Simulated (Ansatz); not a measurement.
Reaction R1 → 2 P1, each structure at its B3LYP-D3(BJ)/def2-TZVP stationary point, reached from a drawn start (curvature not checked).
R1, Cl2 (SMILES ClCl) (charge 0, multiplicity 1, Z-matrix in Å and degrees):
```
Cl
Cl 1 2.0135
```
P1: Cl atom, charge 0, multiplicity 2.

P less R. No zero-point or thermal terms; singlets are restricted closed shells; open shells are unrestricted; no spin–orbit coupling.

Correlated levels freeze the cores. CBS: X⁻³ extrapolation of the correlation energy, Hartree–Fock from the larger set.

Run with Ansatz (Gaussian orbitals). All values are computed, each at the level named.

```json
[
 {"level": "B3LYP/def2-TZVPP", "reaction energy (kJ/mol)": "231.3"},
 {"level": "PBE0/def2-TZVPP", "reaction energy (kJ/mol)": "247.6"},
 {"level": "CAM-B3LYP/def2-TZVPP", "reaction energy (kJ/mol)": "226.9"},
 {"level": "B2PLYP/def2-TZVPP", "reaction energy (kJ/mol)": "229.7"},
 {"level": "SCS-MP2/cc-pV(T+d)Z", "reaction energy (kJ/mol)": "228.2"},
 {"level": "SCS-MP2/cc-pV(Q+d)Z", "reaction energy (kJ/mol)": "242.8"},
 {"level": "CCSD/cc-pV(Q+d)Z", "reaction energy (kJ/mol)": "218.2"},
 {"level": "CCSD(T)/cc-pV(T+d)Z", "reaction energy (kJ/mol)": "[?]"},
 {"level": "CCSD(T)/CBS(cc-pV(T+d)Z, cc-pV(Q+d)Z)", "reaction energy (kJ/mol)": "[?]"}
]
```

Task: Complete the blanks.

Result: 
- CCSD(T)/cc-pV(T+d)Z, reaction energy (kJ/mol): 222.8
- CCSD(T)/CBS(cc-pV(T+d)Z, cc-pV(Q+d)Z), reaction energy (kJ/mol): 246.7

Ansatz is an electronic-structure program.
